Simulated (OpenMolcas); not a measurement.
An OpenMolcas run meant for Re5+ (ANO-RCC-VQZP, DKH2; inactive shells 1s 2s 2p 3s 3p 3d 4s 4p 4d 4f 5s 5p; intended active space 2 electrons in 10 orbitals (5d 6d)). One step of its input:

```
&CASPT2
Multistate=10 1 2 3 4 5 6 7 8 9 10
Frozen=14 16
IPEA=2.0
Imaginary=0.1
MaxIter=60
WThr=0.0 0.3 0.05
PrWF=0.5
NoMix
```

The run finished. Its levels beside those of a sound run (SS-CASPT2, IPEA 0.25 Eh, imaginary shift 0.1 Eh (closed shells correlated: 5s 5p)), in eV above each run's lowest level:

```json
{"Level": "5d2 3F2", "This run": "0.0000", "Usual run": "0.0000"}
{"Level": "5d2 3F3", "This run": "1.0153", "Usual run": "1.0187"}
{"Level": "5d2 3F4", "This run": "1.8242", "Usual run": "1.8315"}
{"Level": "5d2 3P0", "This run": "1.9412", "Usual run": "1.8743"}
{"Level": "5d2 1D2 [54 %]", "This run": "2.1080", "Usual run": "2.0701"}
{"Level": "5d2 3P1", "This run": "2.5347", "Usual run": "2.4613"}
{"Level": "5d2 1G4", "This run": "3.3407", "Usual run": "3.3728"}
{"Level": "5d2 3P2 [64 %]", "This run": "3.5310", "Usual run": "3.4761"}
{"Level": "5d2 1S0", "This run": "6.3341", "Usual run": "6.3378"}
```

Which setting is unsound, and how much does it matter here?

The IPEA shift is far above its usual 0.25 hartree. Against the sound run the excited levels shown move by 280 cm-1 on average and by 590 cm-1 at most.

CASPT2 breaks the degeneracy within a term, and the mean is taken; among the terms shown or strongly mixed into the levels shown the widest spread is 640 cm-1 (5d2 1G, the sound run). Active for correlation alone: 6d; no level in the range computed is led by a configuration that fills it, so any true level of that kind is missing. Only configurations of the active space appear.

A share in square brackets marks a mixed level and gives the weight of the term that names it, the lowest over the columns.
